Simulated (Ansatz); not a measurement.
Reaction (redistribution): `B[SiH2]Br` + `C[CH]([GeH3])Br` → `B[CH]([GeH3])Br` + `C[SiH2]Br`

Gas-phase electronic energies from Ansatz, PBE0-D4/def2-TZVP geometries. CBS: MP2 limit from def2 TZ/QZ plus the TZ coupled-cluster correction, frozen cores. Functionals use def2-TZVPP. B3LYP here is the variant with VWN-RPA as its local correlation; programs differ in this. For Br, Ge outer-core shells are correlated without core-valence functions, which leaves a few kJ/mol of doubt a bond. Scalar relativity is left out up to krypton.

```csv
level,ΔE (kcal/mol),difference from CCSD(T)/CBS
PBE-D4,-21.1,-0.1
r2SCAN-D4,-22.3,-1.3
PBE0-D4,-21.1,-0.1
B3LYP-D4,-21.3,-0.3
ωB97X-V,-20.3,0.7
ωB97M-V,-22.6,-1.6
B2PLYP,-21.6,-0.6
PBE,-21.0,0.0
r2SCAN,-22.3,-1.3
PBE0,-21.0,0.0
B3LYP,-21.1,-0.1
HF/def2-TZVPP,-19.1,1.9
MP2/def2-TZVPP,-22.7,-1.7
SCS-MP2/def2-TZVPP,-21.3,-0.3
CCSD/def2-TZVPP,-20.3,0.7
CCSD(T)/def2-TZVPP,-20.7,0.3
HF/def2-QZVPP,-19.3,1.7
MP2/def2-QZVPP,-22.9,-1.9
SCS-MP2/def2-QZVPP,-21.5,-0.5
HF/CBS(def2),-19.3,1.7
MP2/CBS(def2),-22.9,-1.9
CCSD/CBS(def2),-20.6,0.4
CCSD(T)/CBS,-21.0,0
```

Largest T1 diagnostic among the species: 0.010.

In def2-TZVPP, CCSD(T) changes the Hartree–Fock value by −1.6 kcal/mol (the triples alone add −0.4 kcal/mol) and MP2 by −3.6 kcal/mol.
